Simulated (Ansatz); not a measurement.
BrCdCl (`[Cl][Cd][Br]`), charge 0, multiplicity 1.

Problem. Give a relaxed structure at PBE0-D4/def2-TZVP (Ansatz 0.2.0). (Estimate.)

Solution. The calculation gave: 
```xyz
3

Cl    0.644    0.507    2.161
Cd    0.012    0.009    0.040
Br   -0.656   -0.517   -2.201
```
Point group C∞v.
